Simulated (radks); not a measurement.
Question: These are the eigenvalues of the occupied orbitals of an atom or ion with whole-number occupations (eV). Method: scalar-relativistic Kohn-Sham, PBE, spin-unpolarised, spherical densities, finite nucleus; Fermi nuclear charge, rms radius of each element as measured or else 0.836 A^(1/3) + 0.57 fm; computed with a radial shooting solver on a logarithmic mesh with Libxc functionals.

1s: -24189.40
2s: -3549.972
2p: -3185.260
3s: -657.5377
3p: -537.5737
3d: -346.9164
4s: -104.3838
4p: -69.7073
4d: -20.1575
5d: -1.1923

Which element is it, and in what charge state? The configuration may be excited.

Answer: Z = 46, palladium, charge 0: Pd in [Ar] 3d10 4s2 4p4 4d10 5d2. The list shows which subshells hold electrons but not how many an open one holds; the 1s level, -888.94 hartree, gives Z - s = 42.2 by -(Z - s)^2/2, which with screening and relativity narrows Z to a few neighbours, and the depths of the outer levels then fix element, charge and occupations together.
